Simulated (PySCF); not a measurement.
A structure optimised at PBE0-D3(BJ)/def2-SVP, used in a PySCF frequency run:

```xyz
4

Ga     0.0000     0.0000     0.8110
H      0.0000     0.0000     2.3615
Br     0.0000     1.9329    -0.3929
Br     0.0000    -1.9329    -0.3929
```
Charge 0, spin multiplicity 1.

Problem. Write its SMILES, formula and point group.

Solution. [Br][GaH][Br], Br₂GaH, C2v

Problem. What are its rotational constants (standard atomic weights)?

Solution. 6.6424, 0.84647, 0.75079 GHz
